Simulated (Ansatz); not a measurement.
Program: Ansatz. Geometries: PBE0-D4/def2-TZVP. ΔE: electronic, gas phase. CBS: MP2 limit from def2 TZ/QZ plus the TZ coupled-cluster correction, frozen cores. This one scheme is used for every species. DFT in def2-TZVPP. For Se outer-core shells are correlated without core-valence functions, which leaves a few kJ/mol of doubt a bond. Scalar relativity is left out up to krypton. Each species was taken in one conformer, which may not be the lowest.

Consider the hydrogenolysis of a B–Se bond: `OCOB[SeH]` + H₂ → `BOCO` + H₂Se.

Task: Is it downhill or uphill in electronic energy at CCSD(T)/CBS, and by how much? (Estimate.)

Result: Ansatz gave: Uphill: ΔE = +0.46 eV.

Task: What do these levels give: PBE-D4, r2SCAN-D4, ωB97X-V, ωB97M-V, HF/def2-TZVPP, MP2/def2-TZVPP, SCS-MP2/def2-TZVPP, CCSD/def2-TZVPP, CCSD(T)/def2-TZVPP, HF/CBS(def2), MP2/CBS(def2), CCSD/CBS(def2)? (Best estimate.)

Result: Computed: PBE-D4 0.53, r2SCAN-D4 0.52, ωB97X-V 0.39, ωB97M-V 0.41, HF/def2-TZVPP 0.13, MP2/def2-TZVPP 0.52, SCS-MP2/def2-TZVPP 0.42, CCSD/def2-TZVPP 0.36, CCSD(T)/def2-TZVPP 0.43, HF/CBS(def2) 0.12, MP2/CBS(def2) 0.55, CCSD/CBS(def2) 0.40 eV.

Largest T1 diagnostic among the species: 0.013.

In def2-TZVPP, CCSD(T) changes the Hartree–Fock value by +0.30 eV (the triples alone add +0.07 eV) and MP2 by +0.39 eV. The D4 term adds +0.11 eV with B3LYP and +0.06 eV with PBE0; it sums over pairs of atoms, weighted by their polarisabilities, and B3LYP, whose exchange is more repulsive, gets the larger term. From PBE to PBE0 (25 % exact exchange), in def2-TZVPP and without D4, ΔE moves by −0.05 eV.

B3LYP here is the variant with VWN-RPA as its local correlation; programs differ in this.
